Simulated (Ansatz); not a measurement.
A structure relaxed at PBE0-D4/def2-TZVP, charge 0, multiplicity 1:

```xyz
13

N    -0.860    1.428   -1.990
B    -0.020    0.573   -1.273
O    -0.574   -0.262   -0.341
C     0.231   -1.075    0.471
C     0.294   -0.547    1.876
F     1.004    0.638    1.914
H    -0.515    2.058   -2.691
H    -1.851    1.477   -1.833
H     1.161    0.559   -1.487
H     1.246   -1.154    0.065
H    -0.206   -2.080    0.501
H     0.800   -1.267    2.528
H    -0.711   -0.348    2.259
```

Q: Give its formula and SMILES.

A: C2H7BFNO, `NBOCCF`.

Q: Point group (tolerance 0.08 Å, 0.16 Å for H)?

A: C1.

Q: Summarise the bond lengths by kind.

A: 1 × B–N 1.397 Å; 2 × H–N 1.003 to 1.005 Å; 1 × B–O 1.368 Å; 1 × B–H 1.200 Å; 1 × C–O 1.403 Å; 1 × C–C 1.503 Å; 4 × C–H 1.094 to 1.096 Å; 1 × C–F 1.382 Å.

All numbers were calculated with Ansatz.
